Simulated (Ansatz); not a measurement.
Born–Oppenheimer molecular dynamics of CH₇AlBNSi (12 atoms, charge 0, multiplicity 1). It starts from a relaxed structure.

Theory: RKS r2SCAN/STO-3G (Ansatz 0.2.0).

```
ensemble                      : NVE (velocity Verlet)
time step                     : 1 fs
steps asked                   : 235
starting velocities drawn for : 400 K
seed                          : 15522
```

First frame:

```xyz
12
Properties=species:S:1:pos:R:3
B -2.555 1.282 0.915
C -1.755 0.344 -0.035
N -0.500 0.568 -0.325
Al 0.956 0.069 -1.163
Si 2.416 -1.224 0.042
H -3.688 1.074 1.143
H -2.022 2.205 1.404
H -2.285 -0.538 -0.482
H 1.191 0.770 -2.469
H 1.770 -2.340 0.701
H 3.086 -0.473 1.084
H 3.463 -1.792 -0.782
```

Question: What does the run give?

Answer: All steps were run.

* steps done: 235
* time covered: 235 fs
* mean temperature over the second half: 221 K
* spread of the potential energy over the second half: 4.3 meV per atom
* mean potential energy of the second half above the start: 19.6 meV per atom

The conserved energy stayed within 0.66 meV per atom of its start (net change 0.55 meV per atom), so the integration is sound. The temperature averaged 0.55 of the 400 K drawn at the start: a run that starts near a minimum puts about half its kinetic energy into the potential. A run of 0.23 ps of so small a system gives no equilibrium averages. Limits of this set-up: minimal basis.

Question: What happens to the structure?

Answer: The same pairs are bonded in the first frame and the last. Pairs count as bonded within 1.25 times the sum of covalent radii (0.12 Å more for H–H). This is one draw of velocities; another would differ in detail.

Question: How do temperature and energy run in time?

Answer: 
```json
{"time (fs)": "0.0", "T (K)": "400", "potential energy less start (eV)": "0.000", "conserved less start (meV/atom)": "0.00"}
{"time (fs)": "19.0", "T (K)": "253", "potential energy less start (eV)": "0.193", "conserved less start (meV/atom)": "0.29"}
{"time (fs)": "38.0", "T (K)": "178", "potential energy less start (eV)": "0.291", "conserved less start (meV/atom)": "0.34"}
{"time (fs)": "57.0", "T (K)": "222", "potential energy less start (eV)": "0.233", "conserved less start (meV/atom)": "0.30"}
{"time (fs)": "76.0", "T (K)": "196", "potential energy less start (eV)": "0.267", "conserved less start (meV/atom)": "0.27"}
{"time (fs)": "95.0", "T (K)": "160", "potential energy less start (eV)": "0.316", "conserved less start (meV/atom)": "0.45"}
{"time (fs)": "114.0", "T (K)": "211", "potential energy less start (eV)": "0.247", "conserved less start (meV/atom)": "0.26"}
{"time (fs)": "133.0", "T (K)": "215", "potential energy less start (eV)": "0.243", "conserved less start (meV/atom)": "0.29"}
{"time (fs)": "152.0", "T (K)": "201", "potential energy less start (eV)": "0.261", "conserved less start (meV/atom)": "0.33"}
{"time (fs)": "171.0", "T (K)": "213", "potential energy less start (eV)": "0.246", "conserved less start (meV/atom)": "0.37"}
{"time (fs)": "190.0", "T (K)": "253", "potential energy less start (eV)": "0.194", "conserved less start (meV/atom)": "0.34"}
{"time (fs)": "209.0", "T (K)": "266", "potential energy less start (eV)": "0.178", "conserved less start (meV/atom)": "0.44"}
{"time (fs)": "228.0", "T (K)": "248", "potential energy less start (eV)": "0.201", "conserved less start (meV/atom)": "0.38"}
```

Time of the run: 17 min on 1 thread of Arm Neoverse N1 (shared host), peak memory 0.094 GiB.
